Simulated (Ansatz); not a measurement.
`FC(F)=[CH][AlH2]` + HBr → `[AlH2][Br]` + `C=C(F)F` at 600 K and 1 bar (ligand exchange at the Al–C bond).

Isolated molecules relaxed with PBE0-D4/def2-TZVP in Ansatz; ΔE leaves out vibrations. CBS: MP2 limit from def2 TZ/QZ plus the TZ coupled-cluster correction, frozen cores. For Br outer-core shells are correlated without core-valence functions, which leaves a few kJ/mol of doubt a bond. Scalar relativity is left out up to krypton.

```tsv
species	CCSD(T)/CBS energy (Eh)	H − E (kJ/mol)	S (J/(mol·K))
`FC(F)=[CH][AlH2]`	-519.46323	159.7	405.7
HBr	-2573.91920	33.5	219.1
`[AlH2][Br]`	-2816.58301	67.0	306.0
`C=C(F)F`	-276.85281	131.7	315.7
```

H − E and S are ideal-gas, rigid-rotor, harmonic terms from PBE0-D4/def2-TZVP. 1 Eh = 2625.50 kJ/mol, R = 8.31446 J/(mol·K).

Question: By hand: ΔE, ΔH, ΔS and ΔG.

Answer: ΔE = (-2816.58301) + (-276.85281) − (-519.46323) − (-2573.91920) = -0.05339 Eh = -140.2 kJ/mol. Δ(H − E) = 67.0 + 131.7 − 159.7 − 33.5 = 5.5, so ΔH = -134.7 kJ/mol. ΔS = 306.0 + 315.7 − 405.7 − 219.1 = -3.1 J/(mol·K). ΔG = -134.7 − 600 × (-3.1)/1000 = -132.8 kJ/mol.

Question: By hand: the equilibrium constant, and the temperature at which ΔG would vanish if ΔH and ΔS stayed fixed.

Answer: log₁₀ K = −ΔG/(RT ln 10) = 11.6. ΔG = 0 at ΔH/ΔS = 43452 K, far beyond where these terms or the molecules hold.

The number of gas molecules stays the same, so ΔS is small and ΔH decides. A doubt of 5 kJ/mol in ΔE shifts log₁₀ K by 0.4 here. These are equilibria of isolated gas molecules and say nothing of rates. Largest T1 diagnostic: 0.012 (customary marks: 0.02 for closed shells, 0.045 for open ones).
